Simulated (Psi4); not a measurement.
Psi4 input (wB97X-D/6-31G*):

```
memory 1500 MB

molecule {
-1 1
O     1.46243500   -0.27158900    0.05994200
C     0.24139500   -0.07905500    0.00928300
C    -1.11361300   -0.60521000   -0.06015200
C    -0.85028900    0.75894900   -0.02411300
H    -1.36443800    1.72460400   -0.02964100
symmetry c1
no_reorient
no_com
}

set {
  basis 6-31G*
  reference rks
  scf_type pk
  dft_radial_points 99
  dft_spherical_points 590
  e_convergence 1e-8
  d_convergence 1e-7
  maxiter 150
}

e = energy('wb97x-d')
print_out(f'\nFINAL {e:.10f} DIPOLE {variable("CURRENT DIPOLE")[0]:.6f} {variable("CURRENT DIPOLE")[1]:.6f} {variable("CURRENT DIPOLE")[2]:.6f}\n')
```

Output:

```
   => Loading Basis Set <=

    Name: 6-31G*
    Role: ORBITAL
    Keyword: BASIS
    atoms 1   entry O          line   145 file 6-31gs.gbs
    atoms 2-4 entry C          line   111 file 6-31gs.gbs
    atoms 5   entry H          line    44 file 6-31gs.gbs

   => WB97X-D: Empirical Dispersion <=

    Chai and Head-Gordon Dispersion Correction
    Chai, J.-D.; Head-Gordon, M. (2010), J. Chem. Phys., 132: 6615-6620

        s6 =       1.000000

         ---------------------------------------------------------
                                   SCF
               by Justin Turney, Rob Parrish, Andy Simmonett
                          and Daniel G. A. Smith
                              RKS Reference
         ---------------------------------------------------------

  ==> Geometry <==

    Molecular point group: c1
    Full point group: C1

    Geometry (in Angstrom), charge = -1, multiplicity = 1:

       Center              X                  Y                   Z               Mass
    ------------   -----------------  -----------------  -----------------  -----------------
         O            1.462435000000    -0.271589000000     0.059942000000    15.994914619570
         C            0.241395000000    -0.079055000000     0.009283000000    12.000000000000
         C           -1.113613000000    -0.605210000000    -0.060152000000    12.000000000000
         C           -0.850289000000     0.758949000000    -0.024113000000    12.000000000000
         H           -1.364438000000     1.724604000000    -0.029641000000     1.007825032230

  Running in c1 symmetry.

  Rotational constants: A =      1.20665  B =      0.27172  C =      0.22178 [cm^-1]
  Rotational constants: A =  36174.35922  B =   8145.95798  C =   6648.75228 [MHz]
  Nuclear repulsion =   87.756919096024887

  Charge       = -1
  Multiplicity = 1
  Electrons    = 28
  Nalpha       = 14
  Nbeta        = 14

  ==> Algorithm <==

  SCF Algorithm Type is PK.
  DIIS enabled.
  MOM disabled.
  Fractional occupation disabled.
  Guess Type is SAD.
  Energy threshold   = 1.00e-08
  Density threshold  = 1.00e-07
  Integral threshold = 1.00e-12

  ==> Primary Basis <==

  Basis Set: 6-31G*
    Blend: 6-31G*
    Number of shells: 26
    Number of basis functions: 62
    Number of Cartesian functions: 62
    Spherical Harmonics?: false
    Max angular momentum: 2

  ==> DFT Potential <==

   => LibXC <=

    Version 7.1.2
    S. Lehtola, C. Steigemann, M. J. T. Oliveira, and M. A. L. Marques,  SoftwareX 7, 1–5 (2018) (10.1016/j.softx.2017.11.002)

   => Composite Functional: WB97X-D <=

    wB97X-D Hyb-GGA Exchange-Correlation Functional

    J.-D. Chai and M. Head-Gordon,  Phys. Chem. Chem. Phys. 10, 6615–6620 (2008) (10.1039/B810189B)

    Deriv               =              1
    GGA                 =           TRUE
    Meta                =          FALSE

    Exchange Hybrid     =           TRUE
    MP2 Hybrid          =          FALSE

   => Exchange-Correlation Functionals <=

    1.0000   wB97X-D range-separated functional

   => Exact (HF) Exchange <=

    0.7780            HF,LR [omega = 0.2000]
    0.2220               HF

   => LibXC Density Thresholds  <==

    XC_HYB_GGA_XC_WB97X_D:  1.00E-14

   => Molecular Quadrature <=

    Radial Scheme          =       TREUTLER
    Pruning Scheme         =           NONE
    Nuclear Scheme         =       TREUTLER

    Blocking Scheme        =         OCTREE
    BS radius alpha        =              1
    Pruning alpha          =              1
    Radial Points          =             99
    Spherical Points       =            590
    Total Points           =         274358
    Total Blocks           =           2086
    Max Points             =            256
    Max Functions          =             62
    Weights Tolerance      =       1.00E-15

  ==> Integral Setup <==

  Using in-core PK algorithm.
   Calculation information:
      Number of atoms:                   5
      Number of AO shells:              26
      Number of primitives:             64
      Number of atomic orbitals:        62
      Number of basis functions:        62

      Integral cutoff                 1.00e-12
      Number of threads:                 1

  Performing in-core PK
  Using 5724243 doubles for integral storage.
  We computed 60588 shell quartets total.
  Whereas there are 61776 unique shell quartets.

  Computing range-separated integrals for PK
  We computed 60588 wK shell quartets total.
  Whereas there are 61776 wK unique shell quartets.

  ==> DiskJK: Disk-Based J/K Matrices <==

    J tasked:                  Yes
    K tasked:                  Yes
    wK tasked:                 Yes
    Omega:               2.000E-01
    Schwarz Cutoff:          1E-12


  Cached 100.0% of DFT collocation blocks in 0.440 [GiB].

  Minimum eigenvalue in the overlap matrix is 2.1938065653E-03.
  Reciprocal condition number of the overlap matrix is 3.1440119891E-04.
    Using symmetric orthogonalization.

  ==> Pre-Iterations <==

  SCF Guess: Superposition of Atomic Densities via on-the-fly atomic UHF (no occupation information).

   -------------------------
    Irrep   Nso     Nmo
   -------------------------
     A         62      62
   -------------------------
    Total      62      62
   -------------------------

  ==> Iterations <==

                        Total Energy        Delta E     RMS |[F,P]|

   @RKS iter SAD:  -189.27416642876489   -1.89274e+02   0.00000e+00
   @RKS iter   1:  -189.78233817873499   -5.08172e-01   9.89002e-03 ADIIS/DIIS
   @RKS iter   2:  -189.81592977774770   -3.35916e-02   9.98234e-03 ADIIS/DIIS
   @RKS iter   3:  -189.95000610463276   -1.34076e-01   2.10414e-03 ADIIS/DIIS
   @RKS iter   4:  -189.95728816529794   -7.28206e-03   2.90782e-04 ADIIS/DIIS
   @RKS iter   5:  -189.95742334216555   -1.35177e-04   8.50106e-05 DIIS
   @RKS iter   6:  -189.95743741268515   -1.40705e-05   3.20262e-05 DIIS
   @RKS iter   7:  -189.95743995897979   -2.54629e-06   6.69015e-06 DIIS
   @RKS iter   8:  -189.95744011061501   -1.51635e-07   3.90753e-06 DIIS
   @RKS iter   9:  -189.95744015078259   -4.01676e-08   5.99790e-07 DIIS
   @RKS iter  10:  -189.95744015245444   -1.67185e-09   1.25669e-07 DIIS
   @RKS iter  11:  -189.95744015252589   -7.14522e-11   1.78125e-08 DIIS
  Energy and wave function converged.

  ==> Post-Iterations <==

   Electrons on quadrature grid:
      Ntotal   =   28.0000000165 ; deviation = 1.651e-08

    Orbital Energies [Eh]
    ---------------------

    Doubly Occupied:

       1A    -19.001844     2A    -10.140662     3A    -10.086856
       4A    -10.047251     5A     -0.873792     6A     -0.738397
       7A     -0.435405     8A     -0.338546     9A     -0.290199
      10A     -0.258742    11A     -0.201029    12A     -0.119678
      13A     -0.118138    14A     -0.030054

    Virtual:

      15A      0.312817    16A      0.372354    17A      0.391883
      18A      0.516356    19A      0.537818    20A      0.580061
      21A      0.665664    22A      0.829488    23A      0.831099
      24A      0.867696    25A      0.917322    26A      0.924559
      27A      0.952515    28A      0.987351    29A      1.058819
      30A      1.075887    31A      1.090158    32A      1.249149
      33A      1.294994    34A      1.336415    35A      1.348023
      36A      1.473467    37A      1.549340    38A      1.640052
      39A      1.772068    40A      1.798674    41A      1.825846
      42A      1.983452    43A      2.016123    44A      2.084359
      45A      2.141823    46A      2.269200    47A      2.318531
      48A      2.484965    49A      2.508465    50A      2.533731
      51A      2.648909    52A      2.695716    53A      2.821180
      54A      2.999635    55A      3.079781    56A      3.138086
      57A      3.401629    58A      3.459229    59A      4.340300
      60A      4.511130    61A      4.683667    62A      4.981553

    Final Occupation by Irrep:
              A
    DOCC [    14 ]
    NA   [    14 ]
    NB   [    14 ]

  @RKS Final Energy:  -189.95744015252589

   => Energetics <=

    Nuclear Repulsion Energy =             87.7569190960248875
    One-Electron Energy =                -438.0892601485230102
    Two-Electron Energy =                 177.9761716264667655
    DFT Exchange-Correlation Energy =     -17.6008124187308965
    Empirical Dispersion Energy =          -0.0004583077636468
    VV10 Nonlocal Energy =                  0.0000000000000000
    Total Energy =                       -189.9574401525258907

Computation Completed

Properties will be evaluated at   0.000000,   0.000000,   0.000000 [a0]

Properties computed using the SCF density matrix

 Multipole Moments:

 ------------------------------------------------------------------------------------
     Multipole            Electronic (a.u.)      Nuclear  (a.u.)        Total (a.u.)
 ------------------------------------------------------------------------------------

 L = 1.  Multiply by 2.5417464519 to convert [e a0] to [Debye]
 Dipole X            :          0.0119406            0.0000000            0.0119406
 Dipole Y            :          0.9959220           -0.0000076            0.9959145
 Dipole Z            :          0.0183162            0.0000057            0.0183219
 Magnitude           :                                                    0.9961546

 ------------------------------------------------------------------------------------

FINAL -189.9574401525 DIPOLE 0.011941 0.995914 0.018322

*** Psi4 exiting successfully. Buy a developer a beer!
```

The dipole moment of an ion depends on the origin.

The geometry given is a B3LYP-D3(BJ)/def2-TZVP minimum.
